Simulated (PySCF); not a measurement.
Compound: C₆H₁₂N (doublet state).
Numbering: `[CH3:1][C@@H:2]([NH2:3])[C:4]1[CH2:5][CH2:6][CH2:7]1` (hydrogens: H8, H9, H10 on C1; H11 on C2; H12, H13 on N3; H14, H15 on C5; H16, H17 on C6; H18, H19 on C7)

Structure used (GFN2-xTB), in Å, numbered top down from 1:
```
atom  x, y, z in Å
C1    -1.792    0.919   -0.991
C2    -1.263    0.139    0.225
N3    -1.970   -1.149    0.269
C4     0.209   -0.007    0.189
C5     1.131   -0.734   -0.731
C6     2.310   -0.066    0.004
C7     1.316    0.643    0.944
H8    -1.519    0.405   -1.909
H9    -1.368    1.919   -1.006
H10   -2.875    0.986   -0.935
H11   -1.542    0.682    1.137
H12   -1.640   -1.697    1.056
H13   -1.768   -1.675   -0.576
H14    1.113   -1.828   -0.659
H15    1.039   -0.478   -1.793
H16    2.892    0.611   -0.618
H17    2.984   -0.760    0.501
H18    1.399    0.359    1.999
H19    1.332    1.737    0.902
```

The hyperfine couplings belong to this conformer and change with its torsions.

Method used: UKS B3LYP, pcH-1 on C H N, non-relativistic, mean-field spin-orbit, GIAO (PySCF). Isolated species at its GFN2-xTB geometry (one conformer only). The geometry wasn't refined by DFT: couplings that depend on bond lengths, twists or pyramidal angles can differ widely from those at the functional's own minimum. No stability test was run, so a lower SCF solution isn't excluded.

Problem. Break the g tensor into its mass correction, gauge correction and orbital-Zeeman/spin–orbit terms.

Solution. 
| Δg (ppm) | 1 | 2 | 3 |
| --- | --- | --- | --- |
| relativistic mass correction | -149 | -149 | -149 |
| gauge correction | 0 | 43 | 26 |
| orbital Zeeman/spin–orbit | 7 | 465 | 698 |
| total | -142 | 359 | 575 |

So g = 2.00218, 2.00268, 2.00289 and g_iso = 2.00258; the tensor is rhombic: the two nearest values differ by 30 % of g3 − g1. 

Problem. At 9.752 GHz, how far is the centre of the isotropic spectrum from where a free electron (g = 2.002319) resonates?

Solution. B = hν/(g μB) with μB/h = 13.99624 MHz/mT gives 347.98 mT for the free electron and 347.93 mT at g_iso, 0.05 mT lower.

Problem. What effective moment and Curie constant follow for a powder?

Solution. With the mean of g² = 4.0103 and S(S+1) = 0.75: μ_eff = √(⟨g²⟩S(S+1)) = 1.734 μB and χT = 0.12505·⟨g²⟩·S(S+1) = 0.376 cm³ K/mol (cgs; spin-Hamiltonian part alone).

Problem. What are the electron Larmor frequencies g μB B/h along the three axes at 1200 mT?

Solution. 33.6276, 33.6360, 33.6396 GHz for g1, g2 and g3, a range of 12.0 MHz.

Problem. In a frozen sample, at which fields do the three g values resonate at 9.5, 34, 94 and 263 GHz (hyperfine left aside), and which band first spreads them over more than twice a line width of 0.5 mT?

Solution. 
```
band    GHz  B(g3) mT  B(g2) mT  B(g1) mT  spread mT
   X    9.5    338.89    338.92    339.01       0.12
   Q   34.0   1212.86   1212.99   1213.29       0.43
   W   94.0   3353.19   3353.55   3354.39       1.20
   J  263.0   9381.80   9382.81   9385.16       3.36
```

The spread grows in proportion to the frequency. W band is the first where it exceeds 1.0 mT.

The largest Mulliken spin populations are on C4 (+0.96), C7 (-0.10), C5 (-0.09) and C2 (-0.06). C4 is the only atom above +0.15. The positive populations add up to 1.26 and the negative ones to -0.26, together 2S = 1. The angles at C4 add up to 359.6°, so it is planar.

The HOMO–LUMO gaps are 5.66 eV among the α and 5.28 eV among the β orbitals.

Hardware: an Arm Neoverse V2 with one thread, shared host. Cost: 65 s of wall time (with the writing of density and orbital grids), 0.96 GiB resident at most.
